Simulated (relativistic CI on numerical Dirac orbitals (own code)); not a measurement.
Ge5+: calculation against measurement

Method of calculation: Dirac-Coulomb-Breit CI, KLI orbitals optimised for each configuration, model QED, valence Slater integrals scaled by 0.85, P86 correlation energy added to each configuration (own radial code, finite nucleus).

Configuration list (outside the closed core [Ne]): 3s2.3p6.3d9, 3s2.3p6.3d8.4s, 3s2.3p6.3d8.4p, 3s2.3p5.3d10, 3s2.3p6.3d8.4d, 3s2.3p6.3d8.5s, 3s2.3p6.3d8.5p, 3s2.3p6.3d8.4f, 3s2.3p6.3d7.4s2, 3s2.3p6.3d8.5d, 3s.3p6.3d10, 3s2.3p6.3d8.6s, 3s2.3p6.3d8.6p, 3s2.3p6.3d8.5f, 3s2.3p6.3d8.5g, 3s2.3p6.3d7.4s.4p, 3s2.3p6.3d8.6d, 3s2.3p6.3d7.4p2, 3s2.3p6.3d7.4s.4d, 3s2.3p6.3d7.4p.4d. Levels of other configurations are missing.

| Configuration | Term (tabulated) | J | Measured (cm⁻¹) | Computed | Error | Purity (%) |
| --- | --- | --- | --- | --- | --- | --- |
| 3s2.3p6.3d9 | 2D | 5/2 | 0.0 | 0 | 0 | 100 |
| 3s2.3p6.3d9 | 2D | 3/2 | 4560.0 | 4479 | -81 | 100 |
| 3s2.3p6.3d8.4s | 4F | 9/2 | 303696.2 | 304902 | 1206 | 100 |
| 3s2.3p6.3d8.4s | 4F | 7/2 | 306243.4 | 307361 | 1118 | 91 |
| 3s2.3p6.3d8.4s | 4F | 5/2 | 308657.2 | 309768 | 1111 | 97 |
| 3s2.3p6.3d8.4s | 4F | 3/2 | 310199.1 | 311305 | 1106 | 98 |
| 3s2.3p6.3d8.4s | 2F | 7/2 | 313024.6 | 313524 | 499 | 91 |
| 3s2.3p6.3d8.4s | 2F | 5/2 | 316936.8 | 317374 | 437 | 94 |
| 3s2.3p6.3d8.4s | 2D | 3/2 | 329073.6 | 330274 | 1201 | 72 |
| 3s2.3p6.3d8.4s | 4P | 3/2 | 332376.6 | 333581 | 1204 | 81 |
| 3s2.3p6.3d8.4s | 4P | 1/2 | 332497.0 | 333705 | 1208 | 99 |
| 3s2.3p6.3d8.4s | 2P | 3/2 | 339335.3 | 339702 | 367 | 91 |
| 3s2.3p6.3d8.4s | 2P | 1/2 | 340525.3 | 340807 | 281 | 99 |
| 3s2.3p6.3d8.4s | 2G | 9/2 | 343624.4 | 342463 | -1161 | 100 |
| 3s2.3p6.3d8.4s | 2G | 7/2 | 343674.0 | 342511 | -1163 | 99 |
| 3s2.3p6.3d8.4s | 2S | 1/2 | 391183.2 | 390551 | -632 | 99 |
| 3s2.3p6.3d8.4p | 4D° | 7/2 | 404892.3 | 405851 | 959 | 91 |
| 3s2.3p6.3d8.4p | 4D° | 5/2 | 408981.1 | 409863 | 882 | 90 |
| 3s2.3p6.3d8.4p | 4G° | 11/2 | 411591.6 | 411666 | 74 | 100 |
| 3s2.3p6.3d8.4p | 4G° | 7/2 | 411885.9 | 412063 | 177 | 74 |
| 3s2.3p6.3d8.4p | 4D° | 3/2 | 412037.7 | 412888 | 850 | 93 |
| 3s2.3p6.3d8.4p | 4D° | 1/2 | 413872.6 | 414730 | 858 | 98 |
| 3s2.3p6.3d8.4p | 2D° | 5/2 | 420117.8 | 420112 | -5 | 66 |
| 3s2.3p6.3d8.4p | 2G° | 7/2 | 421310.0 | 421006 | -304 | 58 |
| 3s2.3p6.3d8.4p | 2D° | 3/2 | 423030.0 | 423115 | 85 | 66 |
| 3s2.3p6.3d8.4p | 2F° | 5/2 | 424506.4 | 424033 | -474 | 73 |
| 3s2.3p6.3d8.4p | 4P° | 3/2 | 429997.3 | 430636 | 638 | 70 |
| 3s2.3p6.3d8.4p | 4P° | 5/2 | 430736.0 | 431299 | 563 | 57 |
| 3s2.3p6.3d8.4p | 4P° | 1/2 | 431041.9 | 431874 | 832 | 89 |
| 3s2.3p6.3d8.4p | 2F° | 5/2 | 433507.0 | 433807 | 300 | 69 |
| 3s2.3p6.3d8.4p | 2D° | 3/2 | 436023.6 | 436319 | 295 | 57 |
| 3s2.3p6.3d8.4p | 2P° | 1/2 | 436727.0 | 436852 | 125 | 87 |
| 3s2.3p6.3d8.4p | 2D° | 5/2 | 437801.0 | 438298 | 497 | 84 |
| 3s2.3p6.3d8.4p | 4D° | 1/2 | 441221.0 | 440729 | -492 | 94 |
| 3s2.3p6.3d8.4p | 4D° | 3/2 | 441278.0 | 440876 | -402 | 76 |
| 3s2.3p6.3d8.4p | 4D° | 5/2 | 441386.0 | 440983 | -403 | 59 |
| 3s2.3p6.3d8.4p | 4D° | 7/2 | 442790.4 | 442108 | -683 | 74 |
| 3s2.3p6.3d8.4p | 2H° | 9/2 | 444442.2 | 442623 | -1819 | 97 |
| 3s2.3p6.3d8.4p | 2D° | 5/2 | 445670.0 | 445030 | -640 | 65 |
| 3s2.3p6.3d8.4p | 2H° | 11/2 | 448258.9 | 446234 | -2025 | 100 |
| 3s2.3p6.3d8.4p | 2P° | 1/2 | 449093.0 | 448338 | -755 | 76 |

Measured levels from Sugar and Musgrove, J. Phys. Chem. Ref. Data 22, 1213 (1993); pairs were made by configuration, J and term (by order where the table uses no LS term), so strongly mixed levels may be paired wrongly.

Mean error by configuration (cm⁻¹): 3s2.3p6.3d9 -81; 3s2.3p6.3d8.4s 484; 3s2.3p6.3d8.4p -35. Over the excited levels the mean absolute error is 698 cm⁻¹ (40 of the 48 excited levels that our extract of the source holds in range could be paired, and the others can miss by more), and the median relative error of those above 1,000 cm⁻¹ is 0.16 %.
